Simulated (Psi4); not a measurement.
P (SMILES [P+]), charge +1, triplet; PBE/6-31G** run with Psi4.

Here is a job for Psi4.
```
memory 2 GB

molecule {
1 3
P     0.00000000    0.00000000    0.00000000
}

set {
  basis 6-31g**
  reference uks
}

energy('pbe')
print_variables()
```

What the program printed (banner, timings and long lists left out):

```
   => Loading Basis Set <=

    Name: 6-31G**
    Role: ORBITAL
    Keyword: BASIS

         ---------------------------------------------------------
                                   SCF
               by Justin Turney, Rob Parrish, Andy Simmonett
                          and Daniel G. A. Smith
                              UKS Reference
         ---------------------------------------------------------

  ==> Geometry <==

    Molecular point group: d2h
    Geometry (in Angstrom), charge = 1, multiplicity = 3:

       Center              X                  Y                   Z               Mass
    ------------   -----------------  -----------------  -----------------  -----------------
         P            0.000000000000     0.000000000000     0.000000000000    30.973761998420

  Running in d2h symmetry.

  Rotational constants: A = ************  B = ************  C = ************ [cm^-1]
  Rotational constants: A = ************  B = ************  C = ************ [MHz]
  Nuclear repulsion =    0.000000000000000

  Charge       = 1
  Multiplicity = 3
  Electrons    = 14
  Nalpha       = 8
  Nbeta        = 6

  ==> Algorithm <==

  SCF Algorithm Type is DF.
  DIIS enabled.
  MOM disabled.
  Fractional occupation disabled.
  Guess Type is CORE.
  Energy threshold   = 1.00e-06
  Density threshold  = 1.00e-06
  Integral threshold = 1.00e-12

  ==> Primary Basis <==

  Basis Set: 6-31G**
    Blend: 6-31G**
    Number of shells: 8
    Number of basis functions: 19
    Number of Cartesian functions: 19
    Spherical Harmonics?: false
    Max angular momentum: 2

  ==> DFT Potential <==

   => LibXC <=

    Version 7.1.2
    S. Lehtola, C. Steigemann, M. J. T. Oliveira, and M. A. L. Marques,  SoftwareX 7, 1–5 (2018) (10.1016/j.softx.2017.11.002)

   => Composite Functional: PBE <=

    PBE GGA Exchange-Correlation Functional

    J.P. Perdew et. al., Phys. Rev. Lett., 77(18), 3865-3868, 1996

    Deriv               =              1
    GGA                 =           TRUE
    Meta                =          FALSE

    Exchange Hybrid     =          FALSE
    MP2 Hybrid          =          FALSE

   => Exchange Functionals <=

    1.0000     XC_GGA_X_PBE

   => Correlation Functionals <=

    1.0000     XC_GGA_C_PBE

   => LibXC Density Thresholds  <==

    XC_GGA_C_PBE:  1.00E-12
    XC_GGA_X_PBE:  1.00E-15

   => Molecular Quadrature <=

    Radial Scheme          =       TREUTLER
    Pruning Scheme         =           NONE
[...]
   @S   Expected:                1.000000000E+00
   @S   Observed:                1.000000000E+00

    Orbital Energies [Eh]
    ---------------------

    Alpha Occupied:

[...]
    Alpha Virtual:

[...]
    Beta Occupied:

[...]
    Beta Virtual:

[...]
       7Ag     2.978067

    Final Occupation by Irrep:
             Ag   B1g   B2g   B3g    Au   B1u   B2u   B3u
    DOCC [     3,    0,    0,    0,    0,    1,    1,    1 ]
    SOCC [     0,    0,    0,    0,    0,    1,    1,    0 ]
    NA   [     3,    0,    0,    0,    0,    2,    2,    1 ]
    NB   [     3,    0,    0,    0,    0,    1,    1,    1 ]

  @DF-UKS Final Energy:  -340.69493053233822

   => Energetics <=

    Nuclear Repulsion Energy =              0.0000000000000000
    One-Electron Energy =                -465.6897462000520704
    Two-Electron Energy =                 147.6938966636276689
    DFT Exchange-Correlation Energy =     -22.6990809959137962
    Empirical Dispersion Energy =           0.0000000000000000
    VV10 Nonlocal Energy =                  0.0000000000000000
    Total Energy =                       -340.6949305323382191

  UHF NO Occupations:
  HONO-2 :    3 Ag 1.9988561
  HONO-1 :    2B1u 1.0000000
  HONO-0 :    2B2u 1.0000000
  LUNO+0 :    4 Ag 0.0011439
  LUNO+1 :    3B1u 0.0000002
  LUNO+2 :    3B2u 0.0000002
  LUNO+3 :    5 Ag 0.0000000

Computation Completed

Properties will be evaluated at   0.000000,   0.000000,   0.000000 [a0]

Properties computed using the SCF density matrix

 Multipole Moments:

 ------------------------------------------------------------------------------------
     Multipole            Electronic (a.u.)      Nuclear  (a.u.)        Total (a.u.)
 ------------------------------------------------------------------------------------

 L = 1.  Multiply by 2.5417464519 to convert [e a0] to [Debye]
 Dipole X            :          0.0000000            0.0000000            0.0000000
 Dipole Y            :          0.0000000            0.0000000            0.0000000
 Dipole Z            :          0.0000000            0.0000000            0.0000000
 Magnitude           :                                                    0.0000000

 ------------------------------------------------------------------------------------

  Variable Map:
  ----------------------------------------------------------------------------
[...]
  Array Variable Map:
  ----------------------------------------------------------------------------
[...]
[...]
```
